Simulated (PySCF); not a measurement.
## Electronic structure of B (boron, neutral) at the LDA level

Configuration: [He] 2s2 3s1, 2S determinant (an excited configuration). Computed with PySCF 2.14 in aug-cc-pwCVQZ (9s8p6d4f2g, 109 functions), with no relativity, point nucleus.

* Total energy: -24.1618 hartree
* One-electron energy: -31.2091 hartree
* Hartree (Coulomb) energy: 10.4075 hartree
* Exchange-correlation energy: -3.3602 hartree
* Kinetic energy: 24.01420 hartree
* ⟨S²⟩: 0.7500
* ⟨L²⟩: 0.000
* Sum of ⟨r⟩: 10.21 bohr
* Sum of ⟨r²⟩: 47.11 bohr²
* Density at the nucleus (Gaussians lack the cusp): 70.5 bohr⁻³
* Spin density at the nucleus: 0.200 bohr⁻³
* Langevin diamagnetic susceptibility: -37.3 ×10⁻⁶ cm³/mol

| shell | electrons | mean orbital energy (eV) | rms radius, mean of both spins (bohr) |
| --- | --- | --- | --- |
| 1s α | 1 | -186.33 | 0.387 |
| 1s β | 1 | -186.27 | 0.387 |
| 2s α | 1 | -14.437 | 1.98 |
| 2s β | 1 | -14.310 | 1.98 |
| 3s α | 1 | -1.889 | 6.24 |

The outer electron is Rydberg-like, and this basis confines it to a smaller radius and binds it less than a complete one would.
